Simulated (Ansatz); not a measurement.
CH$_{3}$NSe, SMILES `N=C[SeH]` at its PBE0-D4/def2-TZVP geometry, where that method's forces vanish. The species carries charge 0 and has multiplicity 1.

```xyz
6

N     0.3129    0.7316   -1.1823
C     0.0945   -0.0104   -0.1919
Se   -0.8501    0.6788    1.3089
H     0.8252    0.2368   -1.9102
H     0.3978   -1.0563   -0.0853
H    -0.7802   -0.5805    2.0606
```

Problem. What forces (eV/Å) does r2SCAN-D4/def2-TZVPP give on these atoms in Ansatz 0.2.0? (Best estimate.)

Solution. The calculation gave: 
```
N1   0.027  0.244 -0.232
C2   0.035 -0.233  0.094
Se3 -0.069  0.036  0.119
H4   0.014 -0.026 -0.010
H5  -0.007 -0.029  0.036
H6   0.000  0.008 -0.007
```
